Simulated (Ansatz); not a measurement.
Input file for C2H8AlNSi (`C=C[NH][AlH][SiH3]`):

```yaml
crystal:
  periodic: [false, false, false]
  atoms:
    - {symbol: C, position_ang: [-1.565620, 2.267605, 1.271084]}
    - {symbol: C, position_ang: [-1.468351, 1.078639, 0.676014]}
    - {symbol: N, position_ang: [-0.304614, 0.457578, 0.257027]}
    - {symbol: Al, position_ang: [-0.139544, -1.133831, -0.542339]}
    - {symbol: Si, position_ang: [2.134244, -1.845954, -1.113180]}
    - {symbol: H, position_ang: [-0.692015, 2.874590, 1.485115]}
    - {symbol: H, position_ang: [-2.531861, 2.658378, 1.557401]}
    - {symbol: H, position_ang: [-2.369544, 0.501791, 0.479432]}
    - {symbol: H, position_ang: [0.515700, 1.016936, 0.452714]}
    - {symbol: H, position_ang: [-1.493071, -1.916989, -0.796529]}
    - {symbol: H, position_ang: [2.151855, -3.180989, -1.773724]}
    - {symbol: H, position_ang: [2.788254, -0.877614, -2.040314]}
    - {symbol: H, position_ang: [2.994868, -1.934840, 0.101901]}
basis:
  gaussian: {orbitals: def2-TZVPP}
correlation: {method: ccsd_t}
output: {orbitals: {seedname: orbitals}}
```

```sh
$ ansatz run in.yaml --threads 4 --pin off --events-out ev --progress --plain --max-ram 10444MiB
```

Output of Ansatz, abridged:

```
Functional definition: HF
1677 factors; integrals over basis functions are off by at most 1.2e-3 eV
mean field evaluation 1: about -18111.8286 eV, gradient 3.9e1 eV
mean field evaluation 2: about -18112.0729 eV, gradient 3.9e1 eV
mean field evaluation 4: about -18116.3687 eV, gradient 4.7e0 eV
mean field evaluation 8: about -18116.4587 eV, gradient 3.3e-1 eV
mean field evaluation 16: about -18116.4593 eV, gradient 2.5e-6 eV
mean field -18116.45929052 eV, -665.7675991494 hartree, gradient 2.5e-6 eV, S^2 0.000000; 0 other end points of the search recorded, 0 dependent functions left out
13 core orbitals not correlated: weight in the atoms' cores, before any rotation towards them, 1.000 or more for the frozen orbitals, at most 0.000 for the correlated occupied ones
reference -18116.45929052 eV, -665.7675991494 hartree; 14, 14 occupied and 262, 262 virtual orbitals, 1677 factors
second order -20.12725575 eV of doubles, -0.00000000 eV of singles
cycle   1  -20.97119910 eV  change   -8.4e-1 eV  update   1.1e-1
cycle   2  -21.59475627 eV  change   -6.2e-1 eV  update   3.5e-2
cycle   3  -21.71477132 eV  change   -1.2e-1 eV  update   1.8e-2
cycle   4  -21.70451986 eV  change    1.0e-2 eV  update   5.4e-3
cycle   5  -21.70366891 eV  change    8.5e-4 eV  update   2.9e-3
cycle   6  -21.70419878 eV  change   -5.3e-4 eV  update   1.0e-3
cycle   7  -21.70375948 eV  change    4.4e-4 eV  update   5.4e-4
cycle   8  -21.70373124 eV  change    2.8e-5 eV  update   1.9e-4
cycle   9  -21.70382365 eV  change   -9.2e-5 eV  update   7.1e-5
cycle  10  -21.70381503 eV  change    8.6e-6 eV  update   2.4e-5
perturbative correction -0.90026702 eV, -0.0330842029 hartree
Total energy: -18139.06337257 eV, -666.5982838432 hartree
```

Hardware: 4 threads of an AMD EPYC 7B13 on a shared host. Wall time 2.5 min, peak host memory 8.5 GiB.

MP2 recovers 89.0 % of the CCSD(T) correlation energy and the triples give 4.0 %; T1 = 0.0136.
